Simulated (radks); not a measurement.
Results of a calculation; reference values are marked as such.
Hf I, 72 electrons, occupied as [Xe] 4f14 5d2 6s1 6p1 (not the ground configuration). Level of theory: Dirac Kohn-Sham, PBEsol, spin-unpolarised, spherical densities, finite nucleus; open shells fill j = l - 1/2 first; Fermi nuclear charge, rms radius 5.347 fm (a radial shooting solver on a logarithmic mesh with Libxc functionals).

Radial electron density D(r) = 4 pi r^2 rho(r):

```
   r/bohr * D(r) (the largest magnitude, 130, reaches the edge; | marks zero)
 0.002129 |        *
 0.002498 |          *
 0.002932 |             *
  0.00344 |                *
 0.004037 |                   *
 0.004738 |                       *
  0.00556 |                           *
 0.006524 |                               *
 0.007656 |                                   *
 0.009057 |                                      *
  0.01063 |                                         *
  0.01247 |                                          *
  0.01464 |                                          *
  0.01718 |                                        *
  0.02016 |                                      *
  0.02365 |                                     *
  0.02776 |                                     *
  0.03257 |                                        *
  0.03823 |                                            *
  0.04486 |                                                 *
  0.05264 |                                                     *
  0.06178 |                                                      *
   0.0725 |                                                   *
  0.08508 |                                             *
  0.09984 |                                          *
   0.1172 |                                          *
   0.1375 |                                               *
   0.1613 |                                                 *
   0.1893 |                                              *
   0.2222 |                                     *
   0.2607 |                            *
    0.306 |                        *
   0.3591 |                          *
   0.4214 |                             *
   0.4945 |                           *
   0.5803 |                     *
    0.681 |               *
   0.7991 |          *
   0.9378 |       *
    1.101 |     *
    1.291 |    *
    1.528 |  *
    1.793 | *
    2.104 |*
    2.469 |*
    2.897 |*
      3.4 *
     3.99 *
    4.682 *
    5.495 *
    6.448 *
    7.567 *
     8.88 *
    10.42 *
    12.23 *
    14.35 *
```

D(r) has 4 maxima, at r = 0.0131, 0.0584, 0.163, 0.435 bohr, and minima at 0.0252, 0.106, 0.308 bohr, inside which lie 2.01, 11.12, 29.81 electrons.
